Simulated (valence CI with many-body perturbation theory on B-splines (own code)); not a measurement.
## E1 line list for Ar12+

Method: relativistic CI+MBPT: four valence electrons over a frozen Dirac-Fock core [He], a basis of 11 s, 11 p, 10 d, 8 f, 5 g, 2 h functions for each j, with the one-electron correlation potential Σ1, the two-electron term Σ2, the three-electron term Σ3, Breit, model QED; selected CI, second order for the rest, scaled by the run's own slope (own B-spline code, finite nucleus).

No measured levels were compared; by estimate levels of excited configurations hold to 0.05 to 0.15 % of their energy, terms of the ground configuration to about 0.5 %. Among the levels kept, up to 890 cm⁻¹ of a level comes from second order outside the variational space, and about a tenth of that is noise between levels of different J, which matters for small intervals.

Lines 1 to 50 of 534 in falling wavelength, among levels below 507.48 eV, chosen from the strongest by gf and those to the six lowest levels. Wavelengths and rates use the calculated energies, so an error of 300 cm⁻¹ moves a line at 1255 Å by 0.38 % and its rate by three times that or more. Electric multipoles are in the length gauge, E1 and E2 with the static RPA response of the core. Weak lines are less certain than strong ones. Lines between different terms over intervals too small for the method are left out, as are lines whose strength nearly cancels. The highest levels of a list are the least certain.

Names give the largest LS component (configuration and term), which can be under half, so a name can repeat, a term be missing and a line seem to break the LS rules; names also repeat where a configuration has a term twice. Letters in brackets count levels of one name in rising energy.

| λ vac (Å) | Upper | Lower | A (s⁻¹) | log gf | Branch % |
| --- | --- | --- | --- | --- | --- |
| 1255 | 2p³3p ³P_1 | 2p³3s ³S°_1 | 1.75e+08 | -0.91 | 0.0 |
| 1246 | 2p³3p ³P_2 | 2p³3s ³S°_1 | 1.74e+08 | -0.69 | 0.0 |
| 1174 | 2s2p²3p ¹D°_2 [a] | 2s2p²3s ¹D_2 | 1.53e+08 | -0.80 | 0.0 |
| 1037 | 2s²2p3d ¹P°_1 | 2s²2p3p ¹S_0 | 2.03e+08 | -1.01 | 0.0 |
| 1022 | 2p³3p ³D_2 | 2p³3s ³D°_2 | 3.73e+08 | -0.53 | 0.1 |
| 1021 | 2s2p²3p ¹F°_3 | 2s2p²3s ¹D_2 | 3.90e+08 | -0.37 | 0.0 |
| 1018 | 2s2p²3p ³D°_3 [a] | 2s2p²3s ³P_2 [a] | 3.83e+08 | -0.38 | 0.0 |
| 1018 | 2s2p²3d ³D_2 [b] | 2s2p²3p ³P°_1 [b] | 1.24e+08 | -1.02 | 0.0 |
| 1015 | 2s2p²3d ³D_3 [b] | 2s2p²3p ³P°_2 [b] | 1.32e+08 | -0.84 | 0.0 |
| 1008 | 2p³3p ³D_3 | 2p³3s ³D°_3 | 4.83e+08 | -0.29 | 0.1 |
| 1007 | 2s2p²3d ⁵P_3 | 2s2p²3p ⁵S°_2 | 1.68e+08 | -0.75 | 0.0 |
| 1001 | 2s2p²3p ³D°_2 [a] | 2s2p²3s ³P_1 [a] | 3.57e+08 | -0.57 | 0.0 |
| 994.6 | 2s2p²3p ³D°_1 [a] | 2s2p²3s ³P_0 [a] | 2.67e+08 | -0.92 | 0.0 |
| 967.1 | 2s2p²3p ¹P°_1 [b] | 2s2p²3s ¹S_0 | 3.42e+08 | -0.84 | 0.0 |
| 966.6 | 2s2p²3d ⁵P_2 | 2s2p²3p ⁵S°_2 | 2.35e+08 | -0.78 | 0.0 |
| 956.8 | 2s²2p3p ¹P_1 | 2s²2p3s ³P°_1 | 2.67e+08 | -0.96 | 2.6 |
| 949.0 | 2s2p²3d ⁵P_1 | 2s2p²3p ⁵S°_2 | 2.87e+08 | -0.93 | 0.0 |
| 934.1 | 2s2p²3p ¹P°_1 [a] | 2s2p²3s ¹D_2 | 4.31e+08 | -0.77 | 0.0 |
| 922.9 | 2s2p²3d ³F_4 [b] | 2s2p²3p ³D°_3 [b] | 3.23e+08 | -0.43 | 0.0 |
| 909.3 | 2p³3p ⁵P_1 | 2p³3s ⁵S°_2 | 7.25e+08 | -0.57 | 0.2 |
| 907.2 | 2s2p²3d ³F_3 [b] | 2s2p²3p ³D°_2 [b] | 3.32e+08 | -0.54 | 0.0 |
| 901.0 | 2s2p²3d ⁵F_3 | 2s2p²3p ⁵D°_3 | 1.12e+08 | -1.02 | 0.5 |
| 897.6 | 2s2p²3d ³F_2 [b] | 2s2p²3p ³D°_1 [b] | 3.07e+08 | -0.73 | 0.0 |
| 897.0 | 2p³3p ⁵P_2 | 2p³3s ⁵S°_2 | 7.51e+08 | -0.34 | 0.2 |
| 895.1 | 2s2p²3p ³P°_1 [a] | 2s2p²3s ³P_2 [a] | 3.28e+08 | -0.93 | 0.0 |
| 879.0 | 2s2p²3p ³D°_3 [c] | 2s2p²3s ³P_2 [b] | 5.95e+08 | -0.32 | 0.2 |
| 876.8 | 2s2p²3p ⁵D°_2 | 2s2p²3s ⁵P_2 | 3.27e+08 | -0.73 | 21.3 |
| 874.8 | 2s2p²3p ³P°_1 [d] | 2s2p²3s ³P_0 [b] | 4.56e+08 | -0.80 | 0.1 |
| 874.4 | 2s2p²3d ⁵F_5 | 2s2p²3p ⁵D°_4 | 6.37e+08 | -0.10 | 99.9 |
| 872.9 | 2p³3p ⁵P_3 | 2p³3s ⁵S°_2 | 8.30e+08 | -0.18 | 0.2 |
| 871.9 | 2s2p²3d ⁵F_2 | 2s2p²3p ⁵D°_2 | 2.14e+08 | -0.91 | 1.7 |
| 870.1 | 2s2p²3p ³P°_2 [a] | 2s2p²3s ³P_2 [a] | 5.66e+08 | -0.49 | 0.1 |
| 859.9 | 2s2p²3p ³F°_2 | 2s2p²3s ³D_1 | 3.97e+08 | -0.66 | 0.1 |
| 859.1 | 2s2p²3d ⁵F_4 | 2s2p²3p ⁵D°_3 | 6.23e+08 | -0.21 | 10.7 |
| 852.7 | 2s2p²3d ¹F_3 [b] | 2s2p²3p ¹D°_2 [b] | 5.95e+08 | -0.34 | 0.0 |
| 849.5 | 2s2p²3d ³F_4 [c] | 2s2p²3p ³D°_3 [c] | 5.93e+08 | -0.24 | 0.1 |
| 848.4 | 2s2p²3p ³D°_2 [c] | 2s2p²3s ³P_1 [b] | 6.29e+08 | -0.47 | 0.3 |
| 847.1 | 2s2p²3d ³D_3 [b] | 2s2p²3p ³D°_3 [b] | 2.33e+08 | -0.76 | 0.0 |
| 845.8 | 2s2p²3d ⁵F_3 | 2s2p²3p ⁵D°_2 | 5.68e+08 | -0.37 | 2.6 |
| 845.8 | 2s2p²3p ⁵D°_1 | 2s2p²3s ⁵P_1 | 5.46e+08 | -0.76 | 0.4 |
| 845.6 | 2s²2p3p ³D_3 | 2s²2p3s ³P°_2 | 7.17e+08 | -0.27 | 6.4 |
| 843.9 | 2s2p²3d ³G_3 | 2s2p²3p ¹D°_2 [a] | 1.92e+08 | -0.84 | 0.9 |
| 843.2 | 2s2p²3d ⁵F_2 | 2s2p²3p ⁵D°_1 | 3.88e+08 | -0.68 | 3.0 |
| 842.7 | 2s2p²3d ³D_3 [c] | 2s2p²3p ³P°_2 [c] | 6.71e+08 | -0.30 | 0.0 |
| 838.4 | 2s2p²3d ³D_2 [b] | 2s2p²3p ³D°_2 [b] | 2.15e+08 | -0.94 | 0.0 |
| 837.5 | 2s2p²3d ⁵F_1 | 2s2p²3p ⁵D°_0 | 3.72e+08 | -0.93 | 6.1 |
| 836.5 | 2s2p²3d ³F_3 [c] | 2s2p²3p ³D°_2 [c] | 6.18e+08 | -0.34 | 0.1 |
| 834.2 | 2s2p²3d ³G_5 | 2s2p²3p ³F°_4 | 7.66e+08 | -0.06 | 36.1 |
| 832.5 | 2s2p²3d ⁵D_4 | 2s2p²3p ⁵P°_3 | 5.25e+08 | -0.31 | 30.2 |
| 831.0 | 2s2p²3p ⁵D°_4 | 2s2p²3s ⁵P_3 | 8.71e+08 | -0.09 | 84.9 |
